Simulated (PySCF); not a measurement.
Computed with PBE0-D3(BJ)/def2-TZVP (PySCF). Isolated molecules, 0 K electronic values unless said otherwise. 

Reference species (SMILES): `[SiH3]/[SiH]=[SiH]/[SiH3]` (neutral, multiplicity 1).

```json
{
 "LUMO": "-2.11 eV",
 "HOMO–LUMO gap": "3.90 eV"
}
```

Changed species: `[SiH3][SiH]1[SiH2][SiH2]1`.

Q: What does the change do to the LUMO and HOMO–LUMO gap?

A: the LUMO goes up by 0.94 eV, to -1.17 eV; the HOMO–LUMO gap increases by 1.77 eV, to 5.67 eV.
